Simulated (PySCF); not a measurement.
2-fluorobut-1-ene (C₄H₇F), SMILES C=C(F)CC.

Coordinates come from a TPSSh-D3(BJ)/def2-SVP optimisation. The values are those of a single conformer.

Two levels are set side by side: PBE/def2-TZVP (PySCF) and HF/def2-TZVP (PySCF). Same geometry, gas phase. Differences are taken from unrounded values.

```tsv
quantity	HF	PBE	PBE minus HF
orbital gap (eV)	13.62	5.43	-8.19
highest occupied level (eV)	-9.93	-6.07	3.85
lowest empty level (eV)	3.69	-0.64	-4.33
dipole moment (D)	1.73	1.43	-0.30
mean polarisability (bohr³)	48.6	51.9	3.3
```

PBE's occupied levels lie high since its potential decays too fast outside the molecule; exact exchange lowers them and widens the gap. Loosely held outer electrons make PBE densities more polarisable. Differences between two approximate levels are no errors against the true value.

Rough cost on one machine, each run with all the roots and properties that it gave: HF against PBE about 1/4.
